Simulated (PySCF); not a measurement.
A structure optimised at ωB97X-D3(BJ)/def2-SVP, used in a PySCF frequency run:

```
C
O 1 1.3957
H 2 0.9641 1 108.68
H 1 1.1002 2 107.28 3 -177.45
H 1 1.1083 4 108.08 2 -121.83
C 1 1.5553 4 108.40 5 -114.89
O 6 1.3550 1 108.86 4 -54.51
H 6 1.1120 7 111.89 1 -116.29
H 6 1.1136 8 109.14 7 126.16
```
Charge 0, spin multiplicity 2.

### Question
Write its SMILES and formula.

### Answer
[O]CCO, C2H5O2

### Question
What are its rotational constants (standard atomic weights)?

### Answer
17.093, 5.4262, 4.7278 GHz
